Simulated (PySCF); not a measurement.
This PySCF input asks for the NMR shieldings of `CCC[SiH2][Si@@H](O)S[SiH3]`, C3H14OSSi3; the geometry comes from GFN2-xTB.

```python
import basis_set_exchange as bse
import numpy as np
from pyscf import gto, dft
from pyscf.prop import nmr

atoms = """
C     3.247736    1.221229   -0.093071
C     2.221478    0.177143    0.332236
C     1.309724   -0.224828   -0.825961
Si   -0.005633   -1.510968   -0.321887
Si   -1.524067   -0.650928    1.187945
O    -0.648816   -0.160373    2.462750
S    -2.569958    1.140143    0.502553
Si   -3.822678    0.423716   -1.060707
H     2.750545    2.122601   -0.445961
H     3.871375    0.838165   -0.898996
H     3.892282    1.489501    0.741411
H     2.741499   -0.707140    0.707620
H     1.618406    0.575096    1.150195
H     1.923232   -0.611930   -1.643073
H     0.814889    0.671197   -1.209564
H    -0.681441   -1.965113   -1.550160
H     0.663509   -2.690430    0.242867
H    -2.622716   -1.500844    1.660961
H    -0.961606    0.517365    3.059540
H    -2.980409   -0.193921   -2.078912
H    -4.746585   -0.560305   -0.508493
H    -4.501176    1.620009   -1.526559
"""
names = dict.fromkeys(["C", "Si", "O", "S", "H"], "pcSseg-1")
basis = {el: gto.basis.parse(bse.get_basis(n, elements=[el], fmt="nwchem")) for el, n in names.items()}
mol = gto.M(atom=atoms, basis=basis, charge=0, verbose=0)
mf = dft.RKS(mol, xc="PBE0")
mf.grids.level = 2
mf.grids.alignment = dft.numint.BLKSIZE   # the property module wants whole blocks of grid points
mf.conv_tol = 1e-9
mf.kernel()

calc = nmr.RKS(mf)   # GIAO
C = mf.mo_coeff
Co = C[:, mf.mo_occ > 0]
resp = mf.gen_response(singlet=True, hermi=2)
def vind(x):   # induced exchange potential for any number of trial vectors
    d = np.einsum("pi,xij,qj->xpq", C, 2 * x.reshape(-1, C.shape[1], Co.shape[1]), Co, optimize=True)
    return np.einsum("xpq,pi,qj->xij", resp(d - d.transpose(0, 2, 1)), C, Co, optimize=True).ravel()
mo1, _ = nmr.rhf.solve_mo1(calc, with_cphf=vind)
sigma = calc.kernel(mo1)
for i, s in enumerate(sigma):   # ppm
    print("%2d %-2s %9.2f" % (i, mol.atom_pure_symbol(i), np.trace(s) / 3))
```

**Question.** What does it print?

**Answer.** 
```
 0 C     165.49
 1 C     162.15
 2 C     173.31
 3 Si    434.12
 4 Si    339.99
 5 O     302.33
 6 S     786.41
 7 Si    415.67
 8 H      30.70
 9 H      30.78
10 H      30.34
11 H      30.34
12 H      29.83
13 H      30.85
14 H      30.68
15 H      27.87
16 H      27.92
17 H      25.40
18 H      30.18
19 H      27.15
20 H      27.14
21 H      27.16
```

These numbers come from an equivalent density-fitted implementation of the same equations, which agrees with the script to about 0.01 ppm for H and up to a few tenths of a ppm for heavy atoms, so last digits may differ.

**Question.** Turn these shieldings into chemical shifts. Scale: ¹³C (σ = 186.93 ppm), ²⁹Si (σ = 349.16 ppm), ¹H (σ = 31.72 ppm) against TMS; ¹⁷O (σ = 336.08 ppm) vs H2O; CS2 for ³³S (σ = 503.73 ppm) (reference shieldings calculated alike).

**Answer.** Averaging equivalent atoms: C 1: 24.8; C 0: 21.4; C 2: 13.6; Si 4: 9.2; Si 7: -66.5; Si 3: -85.0; O 5: 33.8; S 6: -283; H 17: 6.32; H 19/20/21: 4.57; H 15: 3.85; H 16: 3.80; H 12: 1.88; H 18: 1.53; H 11: 1.37; H 8/9/10: 1.11; H 14: 1.04; H 13: 0.87 ppm. Experimental scales use liquid or dissolved standards, which lie at an offset from isolated H2O (liquid H2O: subtract about 36 ppm).

Size and cost of the density-fitted run: 234 basis functions, 100 s wall time on 1 thread of an Arm Neoverse N1, shared host; peak memory 1.1 GiB.
